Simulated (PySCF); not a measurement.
Zn(H)(SeH) (H₂SeZn), SMILES [ZnH][SeH]. Heavy atoms are numbered as in [ZnH:1][SeH:3]. Hydrogens are named by the atom that carries them.

Coordinates come from a PBE0-D3(BJ)/def2-TZVP optimisation.

All values below come from KT2/pcSseg-2 in PySCF.

GIAO shieldings, no solvent; atoms alike by connectivity are averaged. δ = σ(ref) − σ: ¹H against TMS (σ = 31.47 ppm); ⁷⁷Se against Me2Se (σ = 1704.9 ppm), references at their B3LYP-D3(BJ)/def2-TZVP geometries, non-relativistic.

| atoms | nucleus | count | δ (ppm) |
|---|---|---|---|
| H on Zn1 | ¹H | 1 | (withheld) |
| H on Se3 | ¹H | 1 | -0.03 |
| Se3 (SeH) | ⁷⁷Se | 1 | -488.8 |

**Question.** Some entries are withheld; supply them. (Estimate from the structure and the level; the computed values follow.)

**Answer.** 
- H on Zn1, δ (ppm): 5.40
